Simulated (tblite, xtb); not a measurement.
cyclopentanone (C₅H₈O), singlet, geometry from GFN2-xTB. Base run: xtb with GFN1-xTB.

The xtb input:
```
$ xtb mol.xyz --gfn 1 --json

# file mol.xyz
14

O      0.87537310     1.89876563    -0.35725549
C      0.37959572     0.82337841    -0.15491983
C      1.12822729    -0.48061669     0.02883662
C      0.06033799    -1.56791212    -0.04754620
C     -1.19163010    -0.88596563     0.50924683
C     -1.10303578     0.53525941    -0.03911772
H      1.92578836    -0.58504964    -0.70535867
H      1.59131385    -0.45285207     1.01834905
H      0.33028268    -2.46089812     0.51376258
H     -0.10497291    -1.85408406    -1.08762352
H     -1.14947978    -0.86694046     1.59958820
H     -2.10743946    -1.39392016     0.21152703
H     -1.52542668     0.59576747    -1.04523879
H     -1.60402156     1.28299175     0.57403985
```

Programs used: tblite, xtb; a row that names a program was run with it.

The base run was repeated with changes; each row names its change, and settings that it needs were set with it.

| change | ΔE vs base (mEh) | HOMO-LUMO gap (eV) | dipole (D) | SCF cycles |
|---|---|---|---|---|
| base | 0.000 | 4.42 | 3.96 | 10 |
| program = tblite; method = gfn1; option = (--etemp, 2000) | 0.000 | - | - | - |
| acc = 0.1 | 0.000 | 4.42 | 3.96 | 12 |
| alpb = chcl3 | -9.784 | 4.39 | 4.40 | 10 |
| program = tblite; method = gfn1; option = (--alpb, water) | -4.856 | - | - | - |
| program = tblite; method = gfn1; option = --grad | 0.000 | - | - | - |
| etemp = 10000 | -12.141 | 4.53 | 4.34 | 10 |

ALPB and GBSA are two models with their own fitted parameters for each solvent, which aren't always the measured dielectric constant.
